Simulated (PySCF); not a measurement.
**Dy(53+) (dysprosium, charge +53) across methods**

[Ne] 3s2 3p1, 2P determinant. Computed with PySCF 2.14 in an uncontracted even-tempered set (17 s from 12 bohr⁻², ratio 2.5; 12 p from 16 bohr⁻², ratio 2.5; 4 d from 62 bohr⁻², ratio 2.7; 4 f from 93 bohr⁻², ratio 2.7), with the spin-free X2C one-electron Hamiltonian (Gaussian nucleus).

| method | E (hartree) | mean ε 3s α (eV) | mean ε 3s β (eV) | mean ε 3p α (eV) | Σ⟨r²⟩ (bohr²) | ⟨S²⟩ |
| --- | --- | --- | --- | --- | --- | --- |
| LDA | -9164.84 | -5153.7 | -5142.5 | -4869.6 | 0.2169 | 0.750 |
| TPSS | -9174.09 | -5158.1 | -5144.5 | -4873.7 | 0.2168 | 0.750 |
| PBE0 | -9173.51 | -5169.8 | -5154.7 | -4885.2 | 0.2168 | 0.750 |
| r2SCAN | -9173.70 | -5159.4 | -5144.6 | -4875.4 | 0.2170 | 0.750 |
| PBE | -9173.61 | -5156.3 | -5144.3 | -4872.3 | 0.2168 | 0.750 |
| BLYP | -9174.51 | -5157.0 | -5144.8 | -4873.2 | 0.2168 | 0.750 |

Q: Estimate the same row for UHF.

A: E (hartree) = -9172.68450; mean ε 3s α (eV) = -5208.9; mean ε 3s β (eV) = -5184.0; mean ε 3p α (eV) = -4922.6; Σ⟨r²⟩ (bohr²) = 0.2170; ⟨S²⟩ = 0.750.

Spin-orbit coupling, absent here, splits the open shell strongly.
